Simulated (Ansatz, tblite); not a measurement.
Cost and result up the ladder for B3PH10 (relaxed from a model of B3H7(PH3), whose bonding it doesn't keep) (14 atoms). Total charge 0; singlet. Geometry: B3LYP-D4/def2-SVP.

Cartesian coordinates in Å:
```
B 0.6221 0.6900 -1.2008
B -0.8050 -0.3321 -1.0806
H 0.1050 -0.2633 -2.0134
B -0.3331 0.6960 0.3807
P 0.2863 -0.6564 1.6346
H 0.4343 1.6330 0.5095
H 0.5321 1.7249 -1.8129
H 1.7338 0.2721 -0.9613
H -1.8420 0.0329 -1.5749
H -0.7469 -1.4979 -0.7306
H -1.4367 1.0389 0.7377
H -0.6575 -1.6452 1.9890
H 1.3766 -1.4455 1.2051
H 0.7308 -0.2475 2.9179
```

Ansatz on 4 threads of Arm Neoverse V2 on a shared host; xTB runs through tblite on one thread. Times are rough, summed over both states, and most runs start from the orbitals of an earlier one. PBE0-D4/def2-TZVP serves as the yardstick here, not as an exact answer. The other state is a triplet.

The xTB rows come from tblite. HOMO above LUMO, or a gap near zero within one spin, warns that the state may not be the lowest or that an electron is smeared out.

xTB has no spin-polarisation term.

```csv
level,functions,wall time,vertical triplet (eV),difference from PBE0-D4/def2-TZVP (eV),remarks
GFN2-xTB,31,0.007 s,5.07,-1.58,–
GFN1-xTB,41,0.013 s,6.30,-0.35,–
PBE-D4/def2-TZVP,190,4.8 s,6.19,-0.46,gap within one spin near zero (triplet)
r2SCAN-D4/def2-TZVP,190,10 s,6.41,-0.24,–
PBE0-D4/def2-TZVP (with forces),190,13 s,6.65,0.00,–
```
